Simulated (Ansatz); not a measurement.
The same path of BrH + ClFGeH2O (8 atoms, charge 0, multiplicity 1) was run twice with different band settings. Lost on the way: Ge1–O2, Br7–H8. Made: Ge1–Br7, O2–H8.

Computed with Ansatz, RKS PBE-D4/def2-SVP.

Relaxed end points:

```xyz
8
Properties=species:S:1:pos:R:3
Ge -0.181 -0.139 -0.101
O -0.130 0.074 1.679
H -1.021 0.099 2.081
H 1.221 0.134 -0.658
Cl -1.748 1.083 -0.925
F -0.649 -1.795 -0.398
Br 1.799 2.685 1.899
H 0.929 1.519 2.038
```

```xyz
8
Properties=species:S:1:pos:R:3
Ge -0.114 0.644 -0.193
O 0.771 -0.304 2.070
H -0.137 -0.626 2.245
H 1.101 -0.221 -0.549
Cl -1.064 1.207 -2.065
F -1.428 -0.219 0.613
Br 0.271 2.663 0.892
H 0.821 0.515 2.602
```

Common settings: spring 5.0 eV/Å²; optimiser quadratic models (default); start path through a guess of the saddle point; force threshold 0.03 eV/Å; iteration limit 60; end points relaxed.

| run | movable images | climbing image |
| --- | --- | --- |
| 1 | 7 | yes |
| 2 | 1 | no |

(1) What does each run give, and how far can it be trusted?

## Answers

(1) Run 1: converged after 16 iterations, highest image 0.336 eV above the first end. A vibrational analysis at the climbing image gives one clearly imaginary mode, 326i cm⁻¹: a first-order saddle point.
Run 2: converged after 14 iterations, highest image 0.061 eV above the first end. No image climbed, so the highest image needn't sit at the top of the path. A band with more images between the same ends climbed to 0.34 eV, so this one has probably stepped over the top. So few images can step over the top or miss a turn of the path.
The orbitals stay closed-shell, which can raise the energy where a bond breaks towards radicals; this wasn't checked here.
